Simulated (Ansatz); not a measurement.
C$_{2}$H$_{7}$Al$_{2}$Cl, SMILES `[CH3][Al]([CH3])[AlH][Cl]`, relaxed with RKS PBE-D4/def2-SVP in Ansatz 0.2.0 from a rough embedded geometry. The force threshold is 0.03 eV/Å; the program also tests the step.

Charge 0, multiplicity 1.

Start:

```xyz
12

C     1.809   -0.621   -0.282
Al   -0.012   -0.072    0.139
C    -0.253    1.488    1.307
Al   -2.006   -0.913   -1.135
Cl   -1.632   -2.505   -2.690
H     2.432   -0.734    0.604
H     1.756   -1.678   -0.761
H     2.238    0.036   -1.018
H    -0.899    1.186    2.234
H     0.724    1.839    1.728
H    -0.744    2.308    0.781
H    -3.413   -0.334   -0.907
```

```tsv
step	energy (eV)	largest force (eV/Å)	largest move (Å)
1	-27880.7669	2.800	0.000
2	-27881.1111	1.016	0.196
3	-27881.1492	0.155	0.100
4	-27881.1527	0.039	0.033
5	-27881.1540	0.016	0.021
6	-27881.1549	0.024	0.033
7	-27881.1557	0.023	0.050
8	-27881.1564	0.054	0.053
9	-27881.1568	0.058	0.032
10	-27881.1570	0.041	0.028
11	-27881.1571	0.027	0.025
```

End:

```xyz
12

C     1.771   -0.696   -0.328
Al    0.005    0.071    0.096
C    -0.195    1.553    1.383
Al   -2.057   -0.916   -1.166
Cl   -1.546   -2.490   -2.534
H     2.378   -0.885    0.584
H     1.704   -1.638   -0.911
H     2.352    0.030   -0.943
H    -0.836    1.247    2.240
H     0.771    1.912    1.795
H    -0.712    2.419    0.916
H    -3.635   -0.608   -1.131
```

Run time 25 s (4 threads of an Arm Neoverse N1 on a shared host); peak host memory 0.18 GiB.
